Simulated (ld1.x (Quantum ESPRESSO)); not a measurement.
**An all-electron radial function and its pseudo partner (lutetium)**

Columns: radius, all-electron u(r) and pseudo u(r) of the 5d shell (level -1.75 eV) of lutetium in the configuration [Xe] 4f14 5d1 6s2 6p0; PBE, scalar-relativistic, PAW scheme, ld1.x (Quantum ESPRESSO) 7.5.

```
r (bohr)  all-electron  pseudo
   0.178        0.0943  0.0012
   0.355       -0.2116  0.0093
   0.533       -0.1720  0.0300
   0.710        0.0315  0.0664
   0.888        0.2328  0.1193
   1.065        0.3845  0.1855
   1.243        0.4867  0.2605
   1.420        0.5484  0.3370
   1.598        0.5810  0.4085
   1.775        0.5933  0.4681
   1.953        0.5921  0.5120
   2.130        0.5823  0.5380
   2.308        0.5671  0.5471
   2.485        0.5487  0.5422
   2.662        0.5287  0.5277
   2.840        0.5077  0.5078
   3.018        0.4863  0.4863
   3.195        0.4649  0.4649
   3.373        0.4433  0.4433
   3.550        0.4221  0.4221
   3.728        0.4010  0.4010
   3.905        0.3805  0.3805
   4.083        0.3602  0.3602
   4.260        0.3407  0.3407
   4.438        0.3217  0.3217
   4.615        0.3035  0.3035
```

Task: How many radial nodes do the two functions have?

Result: The all-electron 5d function has n − l − 1 = 2; the pseudo-wave has 0, since the states of the same l below it are removed with the core.

Task: At about which radius was the pseudo-wave matched?

Result: 3.15 bohr. The columns agree to 0.0005 from 2.84 bohr on; several derivatives are matched, so the curves merge somewhat inside the radius.

Task: Is the pseudo-wave norm-conserving?

Result: No, it belongs to a PAW set: the norm inside the radius is not constrained, and the difference is carried by the augmentation charge.
